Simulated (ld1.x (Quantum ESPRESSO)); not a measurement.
## Which change was made? (Ge, TM)

| Quantity | Value |
| --- | --- |
| Element | germanium |
| Generator | ld1.x (Quantum ESPRESSO) 7.5 |
| Type | norm-conserving Troullier–Martins (Kleinman–Bylander form) |
| Functional | PW91 |
| Relativity | scalar-relativistic |
| Frozen core | [Ar] 3d10 |
| Valence charge | 4 |
| Reference configuration | 4s2 4p2 |
| Partial waves | 4s (bound): rc 1.70 bohr; 4p (bound): rc 1.90 bohr; 4d channel at 0.2 Ry: rc 1.65 bohr |
| Local potential | the d channel |
| Core correction | none |

Cutoffs, loose and tight: the cutoffs (Ry, on a coarse ladder) from which the occupation-weighted sum of valence levels, in a spherical-Bessel basis at the reference potential, stays within 10 and 1 mRy of its value at 400 Ry. They do not see the model core or the augmentation charge, which bear on the density cutoff. Test errors are all-electron minus pseudo excitation energies from the reference, over the configurations 4s2 4p1; 4s2 4p0; 4s1 4p0; 4s1 4p3; 4s1 4p2; 4s0 4p4; 4s2 4p1.5; variants that change the core or the reference have their own tests. The largest error is taken over the tests solved by every variant that gives reliable tests at all, those not shown here included: 4s0 4p4; 4s1 4p2; 4s1 4p3; 4s2 4p1; 4s2 4p1.5.

The base gives: outcome: generated; cutoff, loose: 18 Ry; cutoff, tight: 40 Ry; bound ghosts: s, p; largest test error (meV): +46.

**Question.** After one change the result is: outcome: generated; cutoff, loose: 35 Ry; cutoff, tight: 45 Ry; bound ghosts: s, p; largest test error (meV): +48. Which change was it?
A. wave 4d channel at 0.2 Ry: rc 1.65 bohr becomes 4d channel at 0.2 Ry: rc 1.28 bohr
B. wave 4d channel at 0.2 Ry: rc 1.65 bohr becomes 4d channel at 0.2 Ry: rc 2.24 bohr
C. wave 4d channel at 0.2 Ry: rc 1.65 bohr becomes 4d channel at 0.2 Ry: rc 1.08 bohr
D. wave 4d channel at 0.2 Ry: rc 1.65 bohr becomes 4d channel at 0.2 Ry: rc 2.48 bohr
E. wave 4d channel at 0.2 Ry: rc 1.65 bohr becomes 4d channel at 0.2 Ry: rc 1.52 bohr

**Answer.** A. The others give: wave 4d channel at 0.2 Ry: rc 1.65 bohr becomes 4d channel at 0.2 Ry: rc 2.24 bohr → outcome: generated; cutoff, loose: 18 Ry; cutoff, tight: 40 Ry; bound ghosts: p; largest test error (meV): +40 | wave 4d channel at 0.2 Ry: rc 1.65 bohr becomes 4d channel at 0.2 Ry: rc 1.52 bohr → outcome: generated; cutoff, loose: 30 Ry; cutoff, tight: 40 Ry; bound ghosts: s, p; largest test error (meV): +47 | wave 4d channel at 0.2 Ry: rc 1.65 bohr becomes 4d channel at 0.2 Ry: rc 1.08 bohr → outcome: failed: the pseudo-atom did not reach self-consistency | wave 4d channel at 0.2 Ry: rc 1.65 bohr becomes 4d channel at 0.2 Ry: rc 2.48 bohr → outcome: generated; cutoff, loose: 21 Ry; cutoff, tight: 40 Ry; bound ghosts: p; largest test error (meV): +37.
